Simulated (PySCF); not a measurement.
# Static response to an electric field

Species: C7H6O.
Cartesian coordinates in Å at the GFN2-xTB level; atoms count from 1:
```
atom  x, y, z in Å
C1     2.1375   -1.7405   -0.3555
C2     1.6296   -0.6589   -0.2305
C3     1.1100    0.6830   -0.1500
O4     1.8330    1.6483   -0.0516
C5    -0.3750    0.7762   -0.2858
C6    -0.8639    1.8065   -0.9830
C7    -1.2362   -0.2396    0.3076
C8    -0.8983   -1.0328    1.3163
H9     2.5491   -2.7027   -0.4513
H10   -1.9203    1.9302   -1.1532
H11   -0.2079    2.5527   -1.3984
H12   -2.2379   -0.2821   -0.1014
H13    0.0748   -0.9984    1.7765
H14   -1.5951   -1.7426    1.7282
```

Level: PBE0/def2-SVPD (PySCF), static field, nuclei fixed, core orbitals frozen in the response. The polarisability tensor in these axes (au):

```
x    84.52 -12.06   1.63
y   -12.06 104.65 -17.99
z     1.63 -17.99  69.41
```

**Question.** Give the principal values, the mean and the anisotropy Δα = √{½[(α1 − α2)² + (α2 − α3)² + (α1 − α3)²]}.

**Answer.** Principal values 61.35, 80.68 and 116.54 au; mean 86.19 au = 12.77 Å³ = 14.21 × 10⁻⁴⁰ C²·m²/J; Δα = 48.51 au (56 % of the mean).

**Question.** What is the dipole moment, and where does it point?

**Answer.** (-1.99, -2.38, -0.38) D, 3.13 D in size, pointing from the negative to the positive side. Measured along this direction, the outermost atoms are O4 at the negative end and H14 at the positive end.

**Question.** In a dilute gas of rigid molecules at 400 K, how does the orientational term μ²/3kT compare with the electronic polarisability?

**Answer.** In Gaussian units μ²/3kT = 59.10 Å³ against 12.77 Å³, a ratio of 4.63; the Debye molar polarisation (4π/3)N_A(α + μ²/3kT) is 181.3 cm³/mol, leaving out the vibrational part.

**Question.** What depolarisation ratio follows for Rayleigh scattering of linearly polarised light, taking the static tensor?

**Answer.** ρ = 3Δα²/(45ᾱ² + 4Δα²) = 7058.2/(334310 + 9411.0) = 0.0205.

**Question.** What would n − 1 = 2πNα be for an ideal gas of these molecules at 350 K and 1 atm, electronic part alone?

**Answer.** N = p/kT = 2.0968 × 10¹⁹ cm⁻³, so n − 1 = 2π × N × 12.77 × 10⁻²⁴ cm³ = 1683 × 10⁻⁶ at long wavelengths, for an ideal gas.

**Question.** Along which axes do the principal values lie, and how far do the nuclei extend along each?

**Answer.** Largest value along (-0.35, 0.87, -0.34), where the nuclei span 5.87 Å; middle along (0.93, 0.26, -0.28), 4.54 Å; least along (0.15, 0.42, 0.90), 2.33 Å. The response follows the extents in order.

**Question.** Give the eigenvalues of the traceless quadrupole moment Θ = ½Σq(3rr − r²1), origin at the centre of nuclear charge.

**Answer.** -10.63, -2.04, 12.67 D·Å. The values depend on the origin, since the dipole doesn't vanish. The electronic extent ⟨r²⟩ about the same centre is 924 bohr², a root-mean-square distance of 2.15 Å for the 56 electrons.

The structure is a single GFN2-xTB conformer in the gas phase; no vibrational or solvent corrections.
